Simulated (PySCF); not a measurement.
Mean polarisability (bohr³) of eight silicon and germanium compounds: PBE beside r2SCAN, computed with PySCF for isolated molecules in the bases named; differences from unrounded values. The eight are the first of their class met in an unordered collection, after screening for sound electronic states; none was chosen by its value. Each molecule has one DFT geometry for both levels.

```
molecule                                                     basis  r2SCAN   PBE  difference
-------------------------------------------------------  ---------  ------  ----  ----------
ethenoxy(methyl)silane (C₃H₈OSi), SMILES C=CO[SiH2]C     def2-TZVP    66.3   ___         ___
1-hydroxysiletane (C₃H₈OSi), SMILES [SiH]1(CCC1)O        def2-TZVP    62.8  64.5         1.6
CH5F2NOSi, SMILES C(N)[Si](F)(O)F                        def2-TZVP    45.8  47.6         1.8
ethyl(silyl)silane (C2H10Si2), SMILES CC[SiH2][SiH3]     def2-TZVP    83.5   ___         ___
C2H6ClFSi2, SMILES C=C(F)[Si@H]([SiH3])Cl                def2-TZVP    92.7  95.3         2.6
C3H10OSi2, SMILES C[Si@H]1OC[SiH2]C1                     def2-TZVP    90.2  93.0         2.7
Ge(F)3(SiH3) (F3GeH3Si), SMILES [F][Ge]([F])([F])[SiH3]  def2-TZVP    54.7  56.9         2.2
C2H4N2OSi, SMILES C1=N[SiH](N=C1)O                       def2-TZVP    58.6   ___         ___
```

Problem. Complete the blanks. (An estimate is asked for; the answer gives what the named calculation found.)

Solution. 
- C2H4N2OSi, SMILES C1=N[SiH](N=C1)O, PBE: 60.1
- C2H4N2OSi, SMILES C1=N[SiH](N=C1)O, difference: 1.6
- ethyl(silyl)silane (C2H10Si2), SMILES CC[SiH2][SiH3], PBE: 85.8
- ethyl(silyl)silane (C2H10Si2), SMILES CC[SiH2][SiH3], difference: 2.3
- ethenoxy(methyl)silane (C₃H₈OSi), SMILES C=CO[SiH2]C, PBE: 68.1
- ethenoxy(methyl)silane (C₃H₈OSi), SMILES C=CO[SiH2]C, difference: 1.8

PBE lies below r2SCAN in 0 and above it in 8 of the eight; the mean signed difference is 2.1 and the largest 2.7 bohr³.
